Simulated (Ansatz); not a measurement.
Potential energy curve for NLi, lowest singlet found (which spin is the ground state isn't settled by this scan).

- RHF/aug-cc-pVDZ (Ansatz, a program for electronic structure)
- RMP2 = MP2 on RHF/aug-cc-pVDZ, frozen core (Ansatz)
- RKS-B3LYP = Ansatz with restricted B3LYP/aug-cc-pVDZ
- RKS-CAM-B3LYP = restricted CAM-B3LYP/aug-cc-pVDZ (Ansatz)
- RKS-PBE = restricted PBE/aug-cc-pVDZ (Ansatz)
- FCI = full CI/aug-cc-pVDZ, frozen core (Ansatz)

All curves are set to zero at 1.89 Å and compared with full CI in the same basis at 1.89, 1.95, 2.03, 2.07, 2.16, 2.23, 2.35, 2.52, 2.69, 2.93, 3.20, 3.53, 3.95, 4.40, 4.93, 5.78, 6.77 Å.

Task: Which method stays most parallel to full CI over these points, and which least?

Result: RKS-PBE has the smallest spread and RHF the largest. In order (kcal/mol): RKS-PBE 15.54, RMP2 22.76, RKS-B3LYP 25.99, RKS-CAM-B3LYP 41.77, RHF 56.00.

Errors against full CI at some of the points (kcal/mol):

```csv
method,2.35 Å,2.93 Å,3.95 Å,4.93 Å,6.77 Å
RKS-PBE,0.7,0.5,2.8,9.2,15.5
RMP2,1.0,2.9,10.4,19.9,19.7
RKS-B3LYP,2.4,4.1,9.1,17.4,26.0
RKS-CAM-B3LYP,3.6,6.9,15.9,28.0,41.8
RHF,4.5,9.8,22.2,37.5,56.0
```

The scan ran from 1.42 to 6.77 Å; beyond the distances shown full CI changes its symmetry label. The restricted form behind RHF, RMP2, RKS-B3LYP, RKS-CAM-B3LYP, RKS-PBE keeps the bonding electrons paired and can't separate into open-shell fragments. The T1 diagnostic of CCSD on the restricted reference of RMP2 exceeds 0.045 at 3.20 to 6.77 Å. Also computed but left out beside FCI, since their determinant holds another spin at the minimum (<S²> over 0.7 above the pure value): UHF, UMP2, UCCSD, UCCSD(T), UCCSDT, UCCSDT(Q), UKS-B3LYP, UKS-CAM-B3LYP, UKS-PBE, UKS-B3LYP/6-31G*, UHF/STO-3G, UKS-B3LYP/LANL2DZ, UHF/3-21G.
